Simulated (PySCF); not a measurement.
# GaH: script and output

File input.py (PySCF 2.14):

```python
from pyscf import gto, dft

mol = gto.M(
    atom='Ga 0 0 0; H 0 0 1.525',
    basis='cc-pvtz',
    charge=0,
    spin=0,
    verbose=3,
)
mf = dft.UKS(mol, xc='hcth407')
mf.kernel()
mf.analyze()
print('orbital energies (hartree):', [e[max(0, n-3):n+3].round(4) for e, n in zip(mf.mo_energy, mol.nelec)])
```

```bash
$ OMP_NUM_THREADS=1 python input.py
```

The log (some set-up lines and the per-cycle HOMO/LUMO lines with their warnings removed):

```
converged SCF energy = -1926.48177932424  <S^2> = 5.3343996e-12  2S+1 = 1
**** MO energy ****
                             alpha | beta                alpha | beta
[5 lines left out]
MO #6   energy= -5.31251372387442  | -5.31251369729007  occ= 1 | 1
MO #7   energy= -3.64416246297072  | -3.64416243681049  occ= 1 | 1
MO #8   energy= -3.64416246297071  | -3.64416243681048  occ= 1 | 1
MO #9   energy= -3.63091813024391  | -3.63091811079458  occ= 1 | 1
MO #10  energy= -0.772876441583821 | -0.772876415843161 occ= 1 | 1
MO #11  energy= -0.772876431934493 | -0.772876406193453 occ= 1 | 1
MO #12  energy= -0.763905045692728 | -0.7639050613032   occ= 1 | 1
MO #13  energy= -0.763154032469707 | -0.763154044608198 occ= 1 | 1
MO #14  energy= -0.763154032469704 | -0.763154044608184 occ= 1 | 1
MO #15  energy= -0.368839887324645 | -0.368839917226993 occ= 1 | 1
MO #16  energy= -0.18416348132868  | -0.184163463391366 occ= 1 | 1
MO #17  energy= -0.0929002334777869 | -0.092900275510816 occ= 0 | 0
MO #18  energy= -0.092900233477783 | -0.0929002755108093 occ= 0 | 0
MO #19  energy= 0.0453125272565496 | 0.0453124204864048 occ= 0 | 0
[38 lines left out]

To work with the spin densities directly, `use mulliken_meta_spin()` only printing them here.

 ** Mulliken spin pop alpha/beta on meta-lowdin orthogonal AOs **
 ** Mulliken Spin Density (per atom)  **
spin density of  0 Ga =     -0.00000
spin density of  1 H =      0.00000
 ** Mulliken pop alpha/beta on meta-lowdin orthogonal AOs **
 ** Mulliken atomic charges   ( Nelec_alpha | Nelec_beta ) **
charge of  0Ga =      0.12932  (    15.43534     15.43534 )
charge of  1H =     -0.12932  (     0.56466      0.56466 )
Dipole moment(X, Y, Z, Debye): -0.00000,  0.00000,  0.28893
orbital energies (hartree): [array([-0.7632, -0.3688, -0.1842, -0.0929, -0.0929,  0.0453]), array([-0.7632, -0.3688, -0.1842, -0.0929, -0.0929,  0.0453])]
```

In short: E(SCF) = -1926.481779 Eh, μz(SCF) = 0.29 D.

Hardware: Intel Xeon Platinum 8488C, 1 thread, shared host. Wall time 2.6 s, peak memory 0.19 GiB.

The bond length is a typed value, not an optimised one. No search for the lowest solution was made.
